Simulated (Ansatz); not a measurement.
`[OH][Ga]([Cl])[O][SiH3]`, 9 atoms. Total charge 0; spin multiplicity 1. Correlated methods include outer-core shells of Ga, which these sets cover unevenly. Scalar relativity is left out up to krypton. All runs use 4 threads of an Arm Neoverse V2 on a shared host. Correlated methods freeze the cores.

(1) How many basis functions does each run have, and how long does it take in Ansatz? RHF-CCSD(T)/def2-TZVPP energy; RKS PBE-QIDH (frozen core)/def2-TZVPP energy; RHF-MP2/def2-QZVPP energy; RKS r2SCAN0-D4/def2-TZVPP energy; RKS SPW92 (LDA)/def2-TZVPP energy; direct RPA on PBE orbitals/def2-TZVPP energy; RKS PBE0-D4/def2-TZVP relaxation (27 steps); RKS ωB97M-V/def2-SVP energy; RKS ωB97M-V/def2-QZVPP energy; RKS PBE0-D4/def2-SVP energy; RKS PBE0-D4/def2-QZVPP energy; RKS r2SCANh-D4/def2-TZVPP energy. (Best estimate.)

Answers

(1) Ansatz gave: Other jobs shared the machine, so times are rough.

| level | job | functions | wall time | peak host memory (GiB) |
| --- | --- | --- | --- | --- |
| RKS SPW92 (LDA)/def2-TZVPP | energy | 250 | 1.3 s | 0.36 |
| RKS PBE0-D4/def2-SVP | energy | 116 | 1.4 s | 0.27 |
| RKS ωB97M-V/def2-SVP | energy | 116 | 5.5 s | 0.41 |
| RKS r2SCANh-D4/def2-TZVPP | energy | 250 | 6 s | 0.81 |
| RKS r2SCAN0-D4/def2-TZVPP | energy | 250 | 6 s | 0.83 |
| direct RPA on PBE orbitals/def2-TZVPP | energy | 250 | 6 s | 0.63 |
| RKS PBE-QIDH (frozen core)/def2-TZVPP | energy | 250 | 6.5 s | 0.69 |
| RKS PBE0-D4/def2-QZVPP | energy | 463 | 11 s | 2.1 |
| RHF-MP2/def2-QZVPP | energy | 463 | 22 s | 2.7 |
| RKS ωB97M-V/def2-QZVPP | energy | 463 | 25 s | 2.5 |
| RKS PBE0-D4/def2-TZVP | relaxation (27 steps) | 208 | 110 s | 0.68 |
| RHF-CCSD(T)/def2-TZVPP | energy | 250 | 3.5 min | 5.2 |
